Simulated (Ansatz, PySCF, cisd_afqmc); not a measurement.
Species: H₂Te, charge 0, singlet. H2Te (tellane, SMILES [TeH2]).
B3LYP-D3(BJ)/def2-TZVP minimum from Ansatz (a program for electronic structure):
```
Te
H 1 1.6612
H 1 1.6612 2 90.43
```

Atomisation energy term by term, kcal/mol (programs: Ansatz, cisd_afqmc). UHF or UKS for unpaired electrons; spin-orbit terms are left out. Cores are frozen in correlated methods (noble-gas shells, and filled d and f shells in the p block). Past Kr the def2 sets carry scalar-relativistic core potentials. AFQMC is phaseless with a CISD trial state; ± is one standard error, without the phaseless bias. Outlying blocks are dropped, and bars are widened where a walk drifts. Over all cases where full CI ran beside it in this data, AFQMC minus full CI had a median of +0.1 mEh and passed +0.4 mEh in a tenth of the cases. CBS(X,Y): correlation extrapolated as X^-3, Hartree-Fock from the larger set. A bracket is a step between two methods taken in the basis named. Where a partner has so few electrons that a lower coupled-cluster level is exact, that level stands in. Spin-orbit terms, left out, reach several kcal/mol for Br and I, and more for heavier atoms.

```json
[
 {"term": "Hartree-Fock", "basis": "def2-QZVPP", "kcal/mol": "93.24"},
 {"term": "CCSD correlation", "basis": "CBS(def2-TZVPP,def2-QZVPP)", "kcal/mol": "47.44"},
 {"term": "(T)", "basis": "CBS(def2-TZVPP,def2-QZVPP)", "kcal/mol": "1.97"},
 {"term": "CCSDT(Q) - CCSD(T)", "basis": "def2-QZVPP", "kcal/mol": "0.17"},
 {"term": "CCSDTQ - CCSDT(Q)", "basis": "def2-SVP", "kcal/mol": "0.00"},
 {"term": "minus zero-point energy", "basis": "Hessian by PySCF at B3LYP-D3(BJ)/def2-TZVP", "kcal/mol": "-7.36"},
 {"term": "sum: D0", "basis": "", "kcal/mol": "135.5"}
]
```

The step beyond CCSD(T) by other levels: CCSDTQ in def2-SVP 0.20; AFQMC/CISD in def2-SVP 0.28 ± 0.07; CCSDT(Q) in def2-SVP 0.20; CCSDT(Q) in def2-TZVPP 0.18 kcal/mol.
